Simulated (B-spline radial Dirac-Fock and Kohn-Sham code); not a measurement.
The computed values come from an atomic code on a B-spline grid: configuration-average Dirac-Fock orbitals.

Q: This computed X-ray form factor belongs to an atom or ion in its tabulated ground configuration. Which?

```csv
sin θ/λ (Å⁻¹),f₀
0.1,16.950
0.15,16.889
0.35,16.410
0.7,14.832
1,13.048
1.4,10.636
2.5,6.505
5,3.128
6,2.268
```

A: Cs³⁸⁺, with 17 electrons in [Ne] 3s2 3p5. f₀ tends to the number of electrons as s goes to zero, which the first rows give only roughly, and the rate of fall reflects the nuclear charge, 55.
